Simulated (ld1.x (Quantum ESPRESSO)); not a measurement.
An all-electron radial function and its pseudo partner (K)

Columns: radius, all-electron u(r) and pseudo u(r) of the 3s shell (level -41.13 eV) of potassium in the configuration [Ne] 3s2 3p6 3d0 4s0 4p0; PBE, non-relativistic, TM scheme, ld1.x (Quantum ESPRESSO) 7.5.

| r (bohr) | all-electron | pseudo |
| --- | --- | --- |
| 0.173 | -0.3265 | 0.1429 |
| 0.345 | -0.4036 | 0.2968 |
| 0.518 | 0.1105 | 0.4727 |
| 0.690 | 0.5905 | 0.6652 |
| 0.862 | 0.8746 | 0.8435 |
| 1.035 | 0.9780 | 0.9517 |
| 1.208 | 0.9582 | 0.9529 |
| 1.380 | 0.8718 | 0.8717 |
| 1.553 | 0.7565 | 0.7565 |
| 1.725 | 0.6369 | 0.6369 |
| 1.898 | 0.5239 | 0.5239 |
| 2.070 | 0.4247 | 0.4247 |
| 2.242 | 0.3402 | 0.3402 |
| 2.415 | 0.2697 | 0.2697 |
| 2.588 | 0.2124 | 0.2124 |
| 2.760 | 0.1665 | 0.1665 |
| 2.932 | 0.1300 | 0.1300 |
| 3.105 | 0.1009 | 0.1009 |
| 3.278 | 0.0781 | 0.0781 |
| 3.450 | 0.0603 | 0.0603 |
| 3.623 | 0.0464 | 0.0464 |
| 3.795 | 0.0356 | 0.0356 |
| 3.968 | 0.0273 | 0.0273 |
| 4.140 | 0.0208 | 0.0208 |
| 4.312 | 0.0159 | 0.0159 |
| 4.485 | 0.0121 | 0.0121 |

(1) How many radial nodes do the two functions have?

(2) At about which radius was the pseudo-wave matched?

(3) Is the pseudo-wave norm-conserving?

## Answers

(1) The all-electron 3s function has n − l − 1 = 2 (the table is too coarse to show those close to the nucleus); the pseudo-wave has 0, since the states of the same l below it are removed with the core.

(2) 1.50 bohr, where the columns begin to agree (steps of 0.17 bohr).

(3) Yes: the TM scheme keeps the norm inside the radius equal to the all-electron one, which fixes the energy derivative of the logarithmic derivative at the level.
